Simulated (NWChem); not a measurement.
C₂H₄BCl; SMILES B(C=C)Cl

```xyz
8

B     -0.5438     0.0497    -0.0015
H     -1.7408    -0.1041    -0.0019
Cl     0.0516     1.7001    -0.0002
C      0.4266    -1.1448    -0.0017
C     -0.0504    -2.4021     0.0014
H      1.5123    -0.9910    -0.0036
H      0.6015    -3.2829     0.0021
H     -1.1288    -2.5960     0.0033
```
Atoms are numbered in this order, from 1.

Level: PBE0/def2-SVP (NWChem), optimised geometry, unscaled harmonic frequencies. 

### Question
List the harmonic frequencies with IR intensities, and the thermochemistry.

### Answer
| frequency (cm⁻¹) | IR intensity (km/mol) |
|---|---|
| 108 | 0.2 |
| 227 | 0.5 |
| 378 | 1.6 |
| 544 | 3.6 |
| 810 | 52.8 |
| 834 | 29.3 |
| 946 | 28.5 |
| 1025 | 34.2 |
| 1052 | 7.1 |
| 1094 | 5.6 |
| 1130 | 199.9 |
| 1300 | 25.6 |
| 1430 | 82.0 |
| 1684 | 81.1 |
| 2646 | 103.3 |
| 3147 | 9.9 |
| 3178 | 2.7 |
| 3248 | 4.3 |

The zero-point energy comes out as 35.4 kcal/mol, the thermal correction to the enthalpy at 298.15 K (with zero-point energy) is 39.1 kcal/mol and the heat capacity Cv is 15.5 cal/(mol K). The entropy at 298.15 K and 1 atm (symmetry number 1) is 71.2 cal/(mol K) and the dipole moment is 1.85 D.

Rigid rotor and harmonic oscillator.
